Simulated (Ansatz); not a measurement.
`[NH]=[Ta]([NH2])([F])[Cl]` and `[NH]=[Ta]([NH2])([NH2])[Cl]` differ in one atom or group.

Ansatz, PBE0-D4/def2-TZVP geometries, multiplicity 1. Each molecule was computed in one conformer, which needn't be the lowest.

Elements past krypton have def2 core potentials.

```tsv
property	`[NH]=[Ta]([NH2])([F])[Cl]`
HOMO–LUMO gap (B3LYP/def2-TZVPP) / eV	6.47
HOMO energy (PBE/def2-TZVPP) / eV	-6.68
size of the dipole moment (ωB97M-V/def2-TZVPP) / D	2.57
HOMO energy (B3LYP/def2-TZVPP) / eV	-7.80
size of the dipole moment (B3LYP/def2-TZVPP) / D	2.60
LUMO energy (PBE0/def2-TZVPP) / eV	-1.09
```

Question: Give the same properties after the change, and the shifts. (An estimate is asked.)

Answer: Computed: 
```
                                          property  `[NH]=[Ta]([NH2])([NH2])[Cl]`  shift
             HOMO–LUMO gap (B3LYP/def2-TZVPP) / eV                           6.52   0.05
                 HOMO energy (PBE/def2-TZVPP) / eV                          -6.11   0.57
size of the dipole moment (ωB97M-V/def2-TZVPP) / D                           2.98   0.41
               HOMO energy (B3LYP/def2-TZVPP) / eV                          -7.22   0.58
  size of the dipole moment (B3LYP/def2-TZVPP) / D                           3.00   0.40
                LUMO energy (PBE0/def2-TZVPP) / eV                          -0.48   0.61
```

The zero-point energy changes by 59.9 kJ/mol with +6 modes. Dipoles are sizes alone; their direction can turn.

Positive LUMOs are unbound, so they and the gaps depend on the basis.

B3LYP here is the variant with VWN-RPA as its local correlation; programs differ in this.
